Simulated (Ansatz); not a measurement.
The first iterations of a band of CH₄BClOS (9 atoms, charge 0, multiplicity 1).

These are results of Ansatz, UKS BLYP/def2-SVP, not measurements.

```
movable images  : 5
climbing image  : yes
spring          : 5.0 eV/Å²
optimiser       : quadratic models (default)
start path      : through a guess of the saddle point
force threshold : 0.2 eV/Å
iteration limit : 60
end points      : relaxed
```

Image 0:

```xyz
9
Properties=species:S:1:pos:R:3
O 1.283 -0.176 -1.280
C 0.597 0.082 -0.117
Cl 1.235 -1.001 1.377
B -0.879 -0.492 -0.123
S -2.296 0.309 0.634
H 2.171 0.235 -1.232
H 0.761 1.103 0.284
H -1.107 -1.530 -0.694
H -1.677 1.423 1.134
```

Image 6:

```xyz
9
Properties=species:S:1:pos:R:3
O 1.580 -0.483 -0.757
C 0.487 0.070 0.366
Cl 1.354 0.280 1.844
B -0.867 -0.018 -0.163
S -2.455 0.359 0.700
H 1.978 0.312 -1.183
H 0.926 -0.840 -1.412
H -0.989 -0.358 -1.338
H -1.925 0.632 1.928
```

| iteration | highest image above the first end (eV) | largest band force component (eV/Å) |
| --- | --- | --- |
| 1 | 6.421 | 13.638 |
| 2 | 4.755 | 4.608 |
| 3 | 3.673 | 2.174 |
| 4 | 3.308 | 2.599 |
| 5 | 3.180 | 1.771 |
| 6 | 3.057 | 1.964 |
| 7 | 2.925 | 1.993 |
| 8 | 2.901 | 1.313 |
| 9 | 2.877 | 0.595 |
| 10 | 2.858 | 0.263 |

Question: Does the band converge within its limit, and where does its top end?

Answer: It converged. It ended after 32 iterations with the highest image 2.949 eV above the first end. The threshold of 0.2 eV/Å is loose, so the images may lie well off the minimum-energy path. Neighbouring images differ by up to 2.3 eV, so the band resolves the path poorly. The order of the stationary point at the top wasn't checked. The orbitals stay closed-shell, which can raise the energy where a bond breaks towards radicals; this wasn't checked here.

Time of the run: 6.4 min on 2 threads of Arm Neoverse V2 (shared host), peak memory 0.23 GiB.
